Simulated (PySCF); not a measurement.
C6H7F3O.
Numbering: `[CH2:1]=[CH:2][C@H:3]([CH:4]=[O:5])[CH2:6][C:7]([F:8])([F:9])[F:10]` (hydrogens: H11, H12 on C1; H13 on C2; H14 on C3; H15 on C4; H16, H17 on C6)

Computed geometry: GFN2-xTB, gas phase.

**Question.** Give the optimised bond lengths and angles.

**Answer.** 
```csv
bond,length (pm),order
C1=C2,131.9,double
C2–C3,150.8,single
C3–C4,152.0,single
C4=O5,119.5,double
C3–C6,153.2,single
C6–C7,151.4,single
"C7–F8, C7–F9, C7–F10",134.2,single
C1–H11,107.6,single
C1–H12,107.8,single
C2–H13,108.1,single
C3–H14,109.3,single
C4–H15,110.4,single
C6–H16,109.1,single
C6–H17,109.3,single
```

Bonds in one row agree within 1 pm and their mean is given. Orders are formal, as drawn. A selection of angles:
```csv
angle,degrees
C1–C2–C3,123.9
C2–C3–C4,104.4
C2–C3–C6,111.4
C4–C3–C6,111.0
C3–C4–O5,124.7
C3–C6–C7,110.7
C6–C7–F8,112.1
C6–C7–F9,113.2
F8–C7–F9,106.8
F8–C7–F10,106.3
```

Torsions: C1–C2–C3–C4 -101° (anticlinal); C2–C3–C4–O5 -98° (anticlinal); C2–C3–C6–C7 -159° (antiperiplanar); C3–C6–C7–F8 -176° (antiperiplanar).

Of the pairs four or more bonds apart, O5···H17 is among the closest relative to their van der Waals radii: 2.39 Å, 88 % of the sum of Bondi's values. The C–C distances run from 1.319 Å (C1=C2, drawn double) to 1.532 Å (C3–C6, drawn single), a spread of 0.213 Å.

Point group: C1 (no symmetry element, even within 0.4 Å). Whether it is a minimum is left open (no frequencies). One conformer, not necessarily the lowest.
